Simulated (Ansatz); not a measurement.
A structure relaxed at PBE0-D4/def2-TZVP, charge 0, multiplicity 1:

```xyz
15

C    -0.991    1.600   -1.009
B    -0.215    0.379   -0.385
C     0.613   -0.590   -1.315
N    -0.255    0.154    1.012
Si    0.513   -1.127    1.902
H    -0.344    2.183   -1.672
H    -1.424    2.283   -0.273
H    -1.809    1.236   -1.642
H     0.044   -0.859   -2.211
H     0.952   -1.517   -0.845
H     1.507   -0.067   -1.676
H    -0.783    0.817    1.561
H     0.188   -0.917    3.337
H     0.017   -2.465    1.484
H     1.989   -1.110    1.731
```

Q: Give its formula and SMILES.

A: C2H10BNSi, `CB(C)N[SiH3]`.

Q: Point group (tolerance 0.08 Å, 0.16 Å for H)?

A: C1.

Q: Summarise the bond lengths by kind.

A: 2 × B–C 1.576 to 1.578 Å; 6 × C–H 1.093 to 1.097 Å; 1 × B–N 1.415 Å; 1 × N–Si 1.739 Å; 1 × H–N 1.010 Å; 3 × H–Si 1.486 Å.

All numbers were calculated with Ansatz.
